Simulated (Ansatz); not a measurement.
A nudged elastic band was laid between two geometries of Cl3Ge2H3 + H2S (11 atoms, charge 0, multiplicity 1).

Level of theory: RKS PBE/def2-SVP in Ansatz 0.2.0.

```
movable images  : 7
climbing image  : yes
spring          : 5.0 eV/Å²
optimiser       : quadratic models (default)
start path      : through a guess of the saddle point
force threshold : 0.05 eV/Å
iteration limit : 60
end points      : relaxed
```

Initial state:

```xyz
11
Properties=species:S:1:pos:R:3
Ge -0.179 -0.250 0.177
Ge -0.392 -0.202 2.624
H -1.266 -1.432 2.982
H 1.016 -0.343 3.239
H -1.087 1.111 3.035
Cl 1.887 -0.563 -0.489
Cl -0.872 1.561 -0.813
Cl -1.323 -1.898 -0.676
S 1.770 2.682 1.616
H 2.310 1.915 0.627
H 2.739 2.300 2.494
```

Final state:

```xyz
11
Properties=species:S:1:pos:R:3
Ge 0.941 0.557 -0.755
Ge -0.652 0.282 3.613
H -1.560 -0.972 3.595
H 0.833 -0.151 3.551
H -0.900 1.073 4.922
Cl 1.741 0.129 -2.718
Cl -0.838 1.754 -0.971
Cl 0.423 -1.352 0.131
S 2.352 1.702 0.516
H 3.252 0.676 0.533
H -0.987 1.182 2.398
```

What changes between the two ends?

Bonds broken: Ge1–Ge2, S9–H11. Bonds formed: Ge1–S9, Ge2–H11. Cl3Ge2H3 + H2S becomes Cl3GeHS + GeH4.

Give the energies along the band, and the barrier.

The run converged. The highest image is number 4 of 0 to 8, 50.1 kcal/mol above the first end and 48.9 kcal/mol above the last; the last end lies 1.1 kcal/mol above the first. Neighbouring images differ by up to 1.6 eV, so the band resolves the path poorly. A vibrational analysis at the climbing image gives one clearly imaginary mode, 1032i cm⁻¹, and a faint second one (17i cm⁻¹) that may be numerical noise or a soft torsion: probably a first-order saddle point. The orbitals stay closed-shell, which can raise the energy where a bond breaks towards radicals; this wasn't checked here.

| image | path coordinate (Å) | energy (kcal/mol) | Ge1–Ge2 (Å) | S9–H11 (Å) | Ge1–S9 (Å) |
| --- | --- | --- | --- | --- | --- |
| 0 | 0.00 | 0.0 | 2.46 | 1.36 | 3.80 |
| 1 | 1.35 | 0.5 | 2.45 | 1.36 | 4.15 |
| 2 | 2.69 | 3.0 | 2.45 | 1.36 | 3.87 |
| 3 | 4.04 | 13.3 | 2.51 | 1.36 | 3.29 |
| 4 | 5.39 | 50.1 | 2.89 | 1.72 | 2.52 |
| 5 | 6.72 | 12.4 | 3.74 | 2.42 | 2.25 |
| 6 | 8.05 | 2.0 | 4.45 | 2.98 | 2.22 |
| 7 | 9.39 | 1.4 | 4.84 | 3.55 | 2.22 |
| 8 | 10.72 | 1.1 | 4.66 | 3.87 | 2.22 |

What is the geometry of the highest image?


```xyz
11
Properties=species:S:1:pos:R:3:forces:R:3
Ge 0.446 0.294 0.077 0.00 0.00 0.00
Ge -0.236 0.099 2.879 0.00 0.01 -0.01
H -1.688 -0.319 2.556 0.00 0.00 0.00
H 0.600 -1.084 3.424 0.00 0.00 0.00
H -0.268 1.243 3.943 0.00 0.00 0.00
Cl 1.796 0.022 -1.638 0.00 0.00 0.00
Cl -1.326 1.387 -0.538 0.01 0.00 0.00
Cl -0.095 -1.863 0.255 0.00 0.01 0.00
S 1.733 2.314 0.870 -0.01 -0.01 0.00
H 2.836 1.563 1.158 0.00 0.00 0.00
H 0.806 1.225 1.828 0.00 0.00 0.00
```

The run took 5.2 min on 4 threads of Intel(R) Xeon(R) Platinum 8259CL CPU @ 2.50GHz (Skylake/Cascade Lake), with other jobs on the host, peak memory 0.32 GiB.
